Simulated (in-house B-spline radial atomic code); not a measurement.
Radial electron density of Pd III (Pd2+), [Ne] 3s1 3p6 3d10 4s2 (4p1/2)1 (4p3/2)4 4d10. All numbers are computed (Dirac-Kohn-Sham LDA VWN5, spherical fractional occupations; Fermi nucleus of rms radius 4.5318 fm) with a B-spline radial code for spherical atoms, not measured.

Columns: r (bohr), 4πr²n(r) (electrons per bohr), bar.

```
 0.00116    1.492 #
 0.00142    2.133 #
 0.00173    3.007 ##
  0.0021    4.188 ###
 0.00256     5.83 ####
 0.00312    8.039 #####
  0.0038    10.95 #######
 0.00462    14.67 #########
 0.00563    19.41 ############
 0.00686    25.17 ###############
 0.00835    31.81 ###################
  0.0102    39.19 ########################
  0.0124    46.41 ############################
  0.0151    52.81 ################################
  0.0184    57.32 ###################################
  0.0224    59.02 ####################################
  0.0272    57.75 ###################################
  0.0332    54.38 #################################
  0.0404    51.29 ###############################
  0.0492     51.3 ###############################
  0.0599    56.16 ##################################
  0.0729    64.54 #######################################
  0.0888    71.75 ############################################
   0.108    72.28 ############################################
   0.132    64.51 #######################################
    0.16    54.44 #################################
   0.195    49.69 ##############################
   0.238    53.04 ################################
    0.29    56.68 ###################################
   0.353    50.89 ###############################
    0.43    35.71 ######################
   0.523    21.47 #############
   0.637    16.11 ##########
   0.776    17.49 ###########
   0.945    18.14 ###########
    1.15    14.84 #########
     1.4    9.589 ######
    1.71    5.025 ###
    2.08    2.231 #
    2.53   0.8138 
    3.08   0.2289 
    3.75  0.04605 
    4.57 0.006002
```

On this grid the curve has 4 maxima, near 0.0224, 0.108, 0.29, 0.945 bohr.

The 4p1/2 radial function P(r) = rR(r), positive near the nucleus, with its small component Q(r) (sign convention: Q ≈ (P' + κP/r)/2c):

| r (bohr) | P | Q |
| --- | --- | --- |
| 0.000785 | 0.001272 | 0.00516 |
| 0.00116 | 0.002085 | 0.007367 |
| 0.00173 | 0.003567 | 0.01054 |
| 0.00256 | 0.006234 | 0.01486 |
| 0.0038 | 0.01125 | 0.02072 |
| 0.00563 | 0.02066 | 0.02831 |
| 0.00835 | 0.03829 | 0.0376 |
| 0.0124 | 0.07054 | 0.04782 |
| 0.0184 | 0.126 | 0.05678 |
| 0.0272 | 0.2113 | 0.06044 |
| 0.0404 | 0.3219 | 0.05332 |
| 0.0599 | 0.4094 | 0.03135 |
| 0.0888 | 0.3644 | -0.001567 |
| 0.132 | 0.06158 | -0.02872 |
| 0.195 | -0.4171 | -0.02908 |
| 0.29 | -0.6232 | -0.003364 |
| 0.43 | -0.07566 | 0.01855 |
| 0.637 | 0.8441 | 0.01573 |
| 0.945 | 1.134 | 0.002495 |
| 1.4 | 0.6641 | -0.00218 |
| 2.08 | 0.1868 | -0.001053 |
| 3.08 | 0.0221 | -0.0001522 |
